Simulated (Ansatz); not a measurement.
`[OH][Ge][OH]` → Ge• + 2 H• + 2 O•  (atomization)

Computed with Ansatz on PBE0-D4/def2-TZVP structures; ΔE is electronic, products minus reactants. CBS: MP2 limit from def2 TZ/QZ plus the TZ coupled-cluster correction, frozen cores. This one scheme is used for every species, atoms too. Functionals use def2-TZVPP. HSE06 is defined as in plane-wave codes. No spin–orbit coupling; open shells (•) take unrestricted orbitals. Spin–orbit coupling would lower the free atoms: a little for O; clearly for Ge. Bonds to Ge are less sure, by a few kJ/mol each and by 10 to 20 or more in all where they break to atoms, as the def2 sets lack core-valence functions. Scalar relativity is left out up to krypton. One conformer a species, not always the lowest.

`[OH][Ge][OH]`:

```xyz
5

O    -0.192    0.552    1.275
Ge    1.163    0.515    0.107
O     0.473   -0.427   -1.250
H    -1.015    0.111    1.044
H    -0.429   -0.751   -1.177
```

Problem. What is ΔE at CCSD(T)/CBS? (Best estimate.)

Solution. Computed: +1793.2 kJ/mol.

Problem. What do these levels give: r2SCAN-D4, revPBE, r2SCANh, HSE06, MP2/def2-SVP, CCSD(T)/def2-SVP? (Best estimate.)

Solution. The calculation gave: r2SCAN-D4 1774.7, revPBE 1735.9, r2SCANh 1744.4, HSE06 1736.1, MP2/def2-SVP 1660.8, CCSD(T)/def2-SVP 1608.1 kJ/mol.

Largest T1 diagnostic among the species: 0.015.

In def2-TZVPP, CCSD(T) changes the Hartree–Fock value by +602.2 kJ/mol (the triples alone add +41.1 kJ/mol) and MP2 by +663.7 kJ/mol; breaking electron pairs costs correlation energy, which Hartree–Fock lacks. The D4 term adds +11.8 kJ/mol with B3LYP and +5.9 kJ/mol with PBE0; it sums over pairs of atoms, weighted by their polarisabilities, and B3LYP, whose exchange is more repulsive, gets the larger term.

B3LYP here is the variant with VWN-RPA as its local correlation; programs differ in this.

For atomizations the MP2-based limit and the directly extrapolated one differ by several kJ/mol either way, and by 10 to 25 for some Ge, Se and Sn compounds, so smaller differences from it don't rank the levels.
